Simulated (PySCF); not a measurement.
GeH4, SMILES [GeH4]. Geometry optimised at ωB97X-D3(BJ)/def2-TZVPD. The isomer is the one that the SMILES or the coordinates give; other isomers of the formula were not compared.

PySCF 2.14.0 with TDDFT-B3LYP/def2-TZVPD puts the lowest singlet excitations at 8.50, 8.50, 8.50, 9.02, 9.02, 9.02 eV.

Task: What are the lowest excitation roots from ADC(2)/aug-cc-pVDZ in PySCF? (An estimate is asked for; the answer gives what the named calculation found.)

Result: 9.10, 9.10, 9.10, 9.49, 9.49, 9.49 eV. S1 differs by 0.59 eV (second minus first; roots are paired by order, and the bases may differ).
